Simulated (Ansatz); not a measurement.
Cost and result for the atomization energy of `C=[CH][SnH2]` radical (8 atoms, 7 bonds).

Charge 0, multiplicity 2. Correlated methods include outer-core shells of Sn, which these sets cover unevenly. Sn takes the def2 core potential. The geometry is a stationary point of PBE0-D4/def2-TZVP. Program: Ansatz. All runs use 4 threads of a server CPU on a shared host. Times are those of one run each, without the atoms' runs, and a repeat can differ threefold. Electronic energies, without spin–orbit coupling; frozen cores. CCSD(T)/CBS adds CCSD(T) − MP2 in def2-TZVPP to the MP2 limit, and its time is that of the two runs behind it. T1 = 0.023; ⟨S²⟩ of the reference is 0.83. With those shells the extrapolation isn't a true limit.

CCSD(T)/CBS is a level of theory with its own doubt, some kJ/mol a heavy atom from the limit and from the frozen cores, so smaller differences don't rank the functionals.

```
                             level  functions  wall time  atomization (kJ/mol)  difference from CCSD(T)/CBS  per bond
            LDA (SPW92)/def2-TZVPP        182      0.5 s                2986.6                        360.3      51.5
              revPBE-D4/def2-TZVPP        182      0.8 s                2607.5                        -18.8      -2.7
                BLYP-D4/def2-TZVPP        182      0.8 s                2617.6                         -8.7      -1.2
   PBE-D4/def2-TZVPP (with forces)        182      0.9 s                2665.5                         39.2       5.6
                PBE0-D4/def2-TZVPP        182      1.1 s                2627.4                          1.1       0.2
r2SCAN-D4/def2-TZVPP (with forces)        182      1.6 s                2631.3                          5.0       0.7
                 B2PLYP/def2-TZVPP        182      1.9 s                2591.7                        -34.6      -5.0
                  CCSD(T)/def2-SVP         79      2.5 s                2490.8                       -135.5     -19.4
                ωB97X-V/def2-TZVPP        182      2.9 s                2627.4                          1.1       0.2
  ωB97M-V/def2-TZVPP (with forces)        182      3.4 s                2624.1                         -2.2      -0.3
                    MP2/def2-QZVPP        346        8 s                2586.9                        -39.4      -5.6
                CCSD(T)/def2-TZVPP        182       47 s                2570.0                        -56.3      -8.0
                 CCSD(T)/CBS(def2)          –       55 s                2626.3                          0.0       0.0
```

From BLYP to BHLYP (50 % exact exchange), in def2-TZVPP and without D4, the atomization energy moves by −43.4 kJ/mol: exact exchange takes away binding that semilocal exchange gives to molecules. Leaving LDA and LC-ωPBE aside and taking each functional with its dispersion term where it has one, the values, not all of them listed here, spread over 103.9 kJ/mol, from BHLYP-D4 to PBE-D4. LDA lies +335.5 kJ/mol from PBE without D4, its usual overbinding. At CCSD(T), def2-SVP lies −135.5 kJ/mol from the extrapolated value and def2-TZVPP −56.3 kJ/mol: correlation converges slowly with the basis, and small sets miss more of it in the bonded molecule than in its fragments.

Spin–orbit coupling would lower the free Sn atoms strongly, and the atomization energy with them, by more than many differences here. For some Ge, Se and Sn compounds the MP2-based and the directly extrapolated limit differ by 10 to 25 kJ/mol.
